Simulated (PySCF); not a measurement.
## Computed spin Hamiltonian

C₇H₅FNO (doublet state).
Atom-mapped SMILES: `[CH2:1]=[C:2]/[C:3](=[CH:4]\[C:5]#[N:6])[O:7]/[CH:8]=[CH:9]/[F:10]` (hydrogens: H11, H12 on C1; H13 on C4; H14 on C8; H15 on C9)

Cartesian coordinates in Å at the GFN2-xTB level; atoms count from 1:
```
atom  x, y, z in Å
C1    -1.3413    1.9099   -0.4595
C2    -0.8946    0.7395   -0.1668
C3    -0.4669   -0.4983    0.1413
C4    -1.3633   -1.5375    0.4469
C5    -2.7308   -1.3614    0.4551
N6    -3.8780   -1.2291    0.4662
O7     0.8595   -0.8538    0.1863
C8     1.8005    0.0863   -0.0787
C9     3.0887   -0.2233   -0.0554
F10    4.0110    0.7175   -0.3160
H11   -1.5812    2.2021   -1.4738
H12   -1.5182    2.6673    0.2931
H13   -0.9637   -2.5104    0.6860
H14    1.4630    1.0901   -0.3069
H15    3.5110   -1.1909    0.1602
```

The hyperfine couplings belong to this conformer and change with its torsions.

Theory: PySCF, UKS B3LYP, pcH-1 on C F H N O, non-relativistic, mean-field spin-orbit, GIAO. Geometry: GFN2-xTB, one conformer, isolated molecule. A GFN2-xTB geometry isn't a minimum of the functional, and hyperfine couplings can be far from their values at a DFT geometry. The SCF solution wasn't tested for stability. ⟨S²⟩ is 0.778 where a pure state has 0.75.

| Property | Result |
| --- | --- |
| g1, g2, g3 | 2.00221, 2.00256, 2.00295 |
| g_iso | 2.00257 |
| Form of g | rhombic: the two nearest values differ by 47 % of g3 − g1 |
| ⟨S²⟩ | 0.7780 (exact 0.7500) |
| α and β electrons | 36, 35 |
| HOMO–LUMO gap, α and β orbitals | 5.09, 3.02 eV |
| Total energy | -499.43497 Eh |

Isotropic coupling and dipolar principal values T1 to T3, in MHz:

```tsv
atom	isotope	a_iso	T1	T2	T3	Mulliken spin population
C1	13C	-35.1	-8.8	2.7	6.1	-0.10
C2	13C	42.6	-46.2	-34.3	80.5	0.51
C3	13C	-49.0	-22.4	9.6	12.7	-0.19
C4	13C	54.1	-50.2	-48.3	98.5	0.62
C5	13C	-42.1	-14.1	-0.7	14.8	-0.15
N6	14N	5.9	-12.1	-9.1	21.2	0.25
O7	17O	3.5	-4.7	-3.1	7.8	-0.01
C8	13C	0.8	-0.9	0.2	0.8	0.00
C9	13C	-1.1	-2.3	0.9	1.4	-0.01
F10	19F	-1.9	-6.7	2.5	4.2	0.00
H11	1H	100.0	-2.7	-2.0	4.7	0.04
H12	1H	99.9	-2.7	-2.0	4.7	0.04
H13	1H	-41.6	-23.4	-0.9	24.3	-0.03
H14	1H	-0.2	-2.5	-2.0	4.5	0.00
H15	1H	0.9	-0.7	-0.5	1.2	0.00
```

The Mulliken spin populations are largest on C4 (+0.62), C2 (+0.51), N6 (+0.25) and C3 (-0.19). Three atoms exceed +0.15. The angles at C4 add up to 360.0°, so it is planar; its axial dipolar tensor and the negative coupling of its proton fit spin in a p orbital normal to that plane.

C2, the radical centre as drawn in `C=[C]/C(=C\C#N)O/C=C/F`, holds a spin population of +0.51 out of 1.

Axes: g2 points within 1° of the C4–H13 bond.

Under fast tumbling the dipolar parts average out, and these isotropic splittings remain: 2 × 1H (H11/H12, I = 1/2, 3 lines) with 3.57 mT, 1 × 1H (H13, I = 1/2, 2 lines) with 1.48 mT, 1 × 14N (N6, I = 1, 3 lines) with 0.21 mT, 1 × 19F (F10, I = 1/2, 2 lines) with 0.07 mT and 1 × 1H (H15, I = 1/2, 2 lines) with 0.03 mT.

Class means assume fast exchange of nuclei equivalent by connectivity; if that motion is slow, each nucleus keeps its own coupling.

The 13C coupling of C4 (54.1 MHz) shows only in satellite lines or after enrichment, since that isotope makes up about 1.07 % of natural carbon.

The spin density at the nucleus, in bohr⁻³, is negative for C3 (-0.0435), C5 (-0.0374) and C1 (-0.0312), for instance. A restricted open-shell determinant has no negative spin density anywhere; here it arises because α and β orbitals differ (spin polarisation).

The run took 1.9 min of wall time (with the writing of density and orbital grids) on Arm Neoverse V1, one thread (shared host), and the process peaked at 1.1 GiB of memory.
